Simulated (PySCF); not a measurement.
Spin-rotation constants: SMILES C#CC(=O)CCB(F)F, C₅H₅BF₂O

Geometry:
```
atom   x (Å)   y (Å)   z (Å)
  C1   3.322   1.012  -0.830
  C2   2.391   0.338  -0.482
  C3   1.299  -0.504  -0.062
  O4   1.446  -1.654   0.267
  C5  -0.034   0.217  -0.074
  C6  -1.184  -0.712   0.326
  B7  -2.584  -0.006   0.469
  F8  -3.696  -0.671   0.707
  F9  -2.754   1.298   0.372
 H10   4.126   1.615  -1.137
 H11   0.035   1.064   0.614
 H12  -0.194   0.631  -1.072
 H13  -1.250  -1.532  -0.394
 H14  -0.924  -1.198   1.272
```

Theory: GIAO revPBE/cc-pVDZ magnetisability, rotational g tensor and spin-rotation constants, non-relativistic, gas phase in PySCF. Geometry: GFN2-xTB.

(1) Give the nuclear spin-rotation constants along the inertial axes (H = +C I·J) beside the isotropic shieldings.

Results:

(1) Rotational constants 4.0835, 0.6565, 0.5707 GHz. A star marks the isotopologue with that one atom substituted, in its own axes.
```csv
atom,isotope,Caa (kHz),Cbb (kHz),Ccc (kHz),mean (kHz),σ (ppm)
B7,11B,0.932,0.178,0.108,0.406,84.1
F8,19F,5.053,1.455,0.309,2.272,238.6
F9,19F,8.855,0.890,0.286,3.343,236.8
H10,1H,-0.063,-0.048,-0.068,-0.060,29.4
H11,1H,-0.431,-0.032,-0.016,-0.160,29.2
H12,1H,-0.440,-0.041,-0.007,-0.163,29.2
H13,1H,-0.425,-0.045,-0.021,-0.164,30.8
H14,1H,-0.408,-0.043,-0.023,-0.158,30.4
C1,13C*,0.744,0.130,0.151,0.341,119.2
C2,13C*,0.437,0.142,0.193,0.257,116.5
C3,13C*,1.982,0.275,0.119,0.792,17.2
O4,17O*,-2.544,-0.684,-0.004,-1.077,-286.5
C5,13C*,0.539,0.134,0.101,0.258,149.7
C6,13C*,0.490,0.085,0.060,0.211,184.6
```
For the geometry as given, no vibrational averaging.
